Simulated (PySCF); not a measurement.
**Correlation energy of Sc+ (scandium, charge +1)**

[Ar] 3d1 4s1, high-spin 3D determinant. Calculation: PySCF 2.14, in aug-cc-pVTZ (8s7p5d3f2g, 93 functions); the non-relativistic Hamiltonian (point nucleus). Frozen: [Ar]; 2 electrons correlated.

Total MP2 correlation energy: -3.29 mhartree.

Same-spin part -3.29 and opposite-spin part 0.00 mhartree; SCS-MP2 scales them by 1/3 and 6/5 to -1.10 mhartree.
